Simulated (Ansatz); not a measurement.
Reaction (ligand exchange at the Si–O bond): `[OH][Sc]([OH])[O][SiH3]` + `[OH][Sn][O][SiH3]` → `[SiH3][O][Sn][O][SiH3]` + `[OH][Sc]([OH])[OH]`

Gas-phase electronic energies from Ansatz, PBE0-D4/def2-TZVP geometries. CCSD(T)/CBS adds triple-zeta CCSD(T) − MP2 to the extrapolated MP2 energy (def2 sets, frozen cores). Functionals use def2-TZVPP. HSE06 is defined as in plane-wave codes. Elements past krypton have def2 core potentials. For Sc, Sn outer-core shells are correlated without core-valence functions, which leaves a few kJ/mol of doubt a bond. Scalar relativity is left out up to krypton. Each species was taken in one conformer, which may not be the lowest.

`[OH][Sc]([OH])[O][SiH3]`:

```xyz
10

O     1.608    1.480    1.648
Sc   -0.007    0.941    0.892
O    -1.632    1.709    1.385
O     0.002   -0.435   -0.422
Si    0.012   -1.615   -1.537
H     2.408    1.788    2.062
H    -2.433    2.135    1.673
H    -0.526   -2.882   -0.966
H    -0.828   -1.243   -2.710
H     1.394   -1.879   -2.026
```

`[OH][Sn][O][SiH3]`:

```xyz
8

O     1.089    2.148   -0.481
Sn    1.310    1.464    1.354
O     0.262   -0.212    1.140
Si   -0.597   -1.050    0.040
H     0.567    1.605   -1.080
H    -1.993   -1.257    0.511
H    -0.664   -0.323   -1.267
H     0.028   -2.376   -0.217
```

`[SiH3][O][Sn][O][SiH3]`:

Cartesian coordinates in Å:
```
Si -0.539 0.564 -1.849
O -1.201 1.432 -0.635
Sn -1.516 1.609 1.304
O -0.313 0.175 1.925
Si 0.860 -0.904 1.573
H 0.834 1.049 -2.155
H -1.377 0.701 -3.071
H -0.458 -0.882 -1.497
H 1.749 -1.073 2.754
H 1.690 -0.444 0.424
H 0.271 -2.227 1.228
```

`[OH][Sc]([OH])[OH]`:

Z-matrix (Å, degrees):
```
Sc
O 1 1.872
O 1 1.872 2 120.0
O 1 1.872 2 120.0 3 -180.0
H 2 0.952 1 166.3 3 180.0
H 3 0.952 1 166.2 2 0.0
H 4 0.952 1 166.2 2 180.0
```

Is it downhill or uphill in electronic energy at CCSD(T)/CBS, and by how much? (An estimate is asked.)

The calculation gave: Uphill: ΔE = +2.7 kcal/mol.

What do these levels give: r2SCAN0-D4, BHLYP-D4, ωB97X-V, B2PLYP, PBE-QIDH, BLYP, r2SCANh, HSE06, HF/def2-SVP, MP2/def2-SVP, CCSD(T)/def2-SVP, SCS-MP2/def2-QZVPP? (An estimate is asked.)

The calculation gave: r2SCAN0-D4 2.6, BHLYP-D4 1.2, ωB97X-V 2.3, B2PLYP 3.1, PBE-QIDH 3.0, BLYP 3.9, r2SCANh 3.2, HSE06 3.4, HF/def2-SVP 2.5, MP2/def2-SVP 3.7, CCSD(T)/def2-SVP 3.7, SCS-MP2/def2-QZVPP 2.7 kcal/mol.

Largest T1 diagnostic among the species: 0.016.

Leaving LDA and LC-ωPBE aside and taking each functional with its dispersion term where it has one, the values spread over 1.9 kcal/mol, from BHLYP-D4 to B2PLYP. LDA lies −0.9 kcal/mol from PBE without D4. The D4 term adds −1.8 kcal/mol with B3LYP and −1.0 kcal/mol with PBE0; it sums over pairs of atoms, weighted by their polarisabilities, and B3LYP, whose exchange is more repulsive, gets the larger term. At CCSD(T), def2-SVP lies +1.0 kcal/mol from the extrapolated value and def2-TZVPP +0.1 kcal/mol.

B3LYP here is the variant with VWN-RPA as its local correlation; programs differ in this.
